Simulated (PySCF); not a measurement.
These compounds are isomers of formula C6H7N3Si.

A. `[SiH3]c1cccc2nn[nH]c12`
B. `[SiH3]c1nnn2ccccc12`
C. `InChI=1S/C6H7N3Si/c10-9-7-5-3-1-2-4-6(5)8-9/h1-4H,10H3`
D. SMILES [SiH3]c1ccc2n[nH]nc2c1

Spectrum 1. $^{13}$C{$^{1}$H} NMR (computed): δ 147.6 (C), 129.9 (CH), 129.6 (CH), 129.4 (C), 125.1 (CH), 119.3 (CH).

Spectrum 2. $^{13}$C{$^{1}$H} NMR (computed): δ 148.8 (C), 148.2 (C), 137.6 (CH), 134.0 (CH), 133.0 (C), 124.3 (CH).

Spectrum 3. $^{13}$C{$^{1}$H} NMR (computed): δ 151.7 (C), 131.7 (CH), 125.1 (CH).

Spectrum 4. $^{13}$C{$^{1}$H} NMR (computed): δ 147.3 (C), 145.0 (C), 140.2 (CH), 129.0 (CH), 127.8 (CH), 113.3 (C).

- structure optimised with GFN2-xTB
- PBE0/pcSseg-1 with gauge-including orbitals
- code: PySCF 2.14
- relativity neglected, one averaged value for each set of equivalent atoms, no solvent model, one computed conformer

References, each an isolated molecule treated in the same way: $^{13}$C (186.93 ppm) against TMS. Shifts are as computed. Against solution values, carbons near 30 ppm lie about +3 ppm off and those near 130 ppm about +5 ppm. Of 1211 compounds with measured shifts, 218 miss one by over three times the rms of a fit or turn the order of signals round; such compounds aren't used in these exercises.

**Question.** Match each spectrum to its structure.

**Answer.** 1–B, 2–D, 3–C, 4–A.

- Spectrum 1 (B): 6 $^{13}$C signals; δC 129.6 is an aromatic CH; δC 147.6 is a ring-fusion aromatic carbon.
- Spectrum 2 (D): 6 $^{13}$C signals; δC 137.6 is an aromatic CH; δC 134.0 is an aromatic CH.
- Spectrum 3 (C): 3 $^{13}$C signals; δC 131.7 is an aromatic CH; δC 151.7 is a ring-fusion aromatic carbon.
- Spectrum 4 (A): 6 $^{13}$C signals; δC 129.0 is an aromatic CH; δC 127.8 is an aromatic CH.
